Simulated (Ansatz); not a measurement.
`C[Si](Cl)(Cl)Cl` + H–F → `F[Si](Cl)(Cl)Cl` + CH₄ at 700 K and 1 bar (ligand exchange at the Si–C bond).

Isolated molecules relaxed with PBE0-D4/def2-TZVP in Ansatz; ΔE leaves out vibrations. CBS: MP2 limit from def2 TZ/QZ plus the TZ coupled-cluster correction, frozen cores. This one scheme is used for every species.

```
          species  CCSD(T)/CBS energy (Eh)  H − E (kJ/mol)  S (J/(mol·K))
`C[Si](Cl)(Cl)Cl`              -1708.45088           183.3          454.2
              H–F               -100.39570            45.2          198.5
`F[Si](Cl)(Cl)Cl`              -1768.43208            80.0          413.1
              CH₄                -40.46206           145.9          224.0
```

H − E and S are ideal-gas, rigid-rotor, harmonic terms from PBE0-D4/def2-TZVP. 1 Eh = 2625.50 kJ/mol, R = 8.31446 J/(mol·K).

Problem. By hand: ΔE, ΔH, ΔS and ΔG.

Solution. ΔE = (-1768.43208) + (-40.46206) − (-1708.45088) − (-100.39570) = -0.04756 Eh = -124.9 kJ/mol. Δ(H − E) = 80.0 + 145.9 − 183.3 − 45.2 = -2.6, so ΔH = -127.5 kJ/mol. ΔS = 413.1 + 224.0 − 454.2 − 198.5 = -15.6 J/(mol·K). ΔG = -127.5 − 700 × (-15.6)/1000 = -116.6 kJ/mol.

Problem. By hand: the equilibrium constant, and the temperature at which ΔG would vanish if ΔH and ΔS stayed fixed.

Solution. log₁₀ K = −ΔG/(RT ln 10) = 8.7. ΔG = 0 at ΔH/ΔS = 8173 K, far beyond where these terms or the molecules hold.

ΔH outweighs TΔS. A doubt of 5 kJ/mol in ΔE shifts log₁₀ K by 0.4 here. These are equilibria of isolated gas molecules and say nothing of rates. Largest T1 diagnostic: 0.010 (customary marks: 0.02 for closed shells, 0.045 for open ones).
